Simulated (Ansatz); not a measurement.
C5HF7, SMILES `FC1=CC(F)(F)C(F)(F)C1(F)F`. The species carries charge 0 and has multiplicity 1.

| atom | x (Å) | y (Å) | z (Å) |
| --- | --- | --- | --- |
| F1 | -0.545 | -2.564 | -0.376 |
| C2 | -0.167 | -1.317 | -0.235 |
| C3 | 1.055 | -0.833 | -0.386 |
| C4 | 1.059 | 0.641 | -0.173 |
| F5 | 2.056 | 1.042 | 0.636 |
| F6 | 1.202 | 1.311 | -1.337 |
| C7 | -0.335 | 0.956 | 0.455 |
| F8 | -0.213 | 1.050 | 1.784 |
| F9 | -0.863 | 2.085 | -0.011 |
| C10 | -1.204 | -0.289 | 0.108 |
| F11 | -2.007 | -0.033 | -0.942 |
| F12 | -1.981 | -0.664 | 1.133 |
| H13 | 1.944 | -1.384 | -0.657 |

**Question.** What are the harmonic wavenumbers in cm⁻¹ at PBE0-D4/def2-TZVP (Ansatz, finite differences of forces, unscaled)? (Best estimate.)

**Answer.** Computed: 41, 127, 210, 226, 259, 273, 305, 317, 345, 355, 439, 469, 541, 570, 617, 646, 687, 728, 737, 892, 979, 1059, 1154, 1161, 1175, 1200, 1243, 1289, 1348, 1364, 1420, 1767, 3257.

**Question.** Is this a minimum?

**Answer.** Yes, all 33 modes are real.

**Question.** Give the ideal-gas thermochemistry at 298.15 K and 1 bar (rigid rotor, harmonic oscillator; point group C1, symmetry number 1).

**Answer.** Zero-point energy 162.7 kJ/mol; H(298) − E = 190.5 kJ/mol; entropy 407.4 J/(mol·K), of which translation 174.6, rotation 126.6, vibration 106.3; G(298) − E = 69.0 kJ/mol. Modes under 100 cm⁻¹ are hindered rotations or soft bends, so the harmonic entropy is rough.
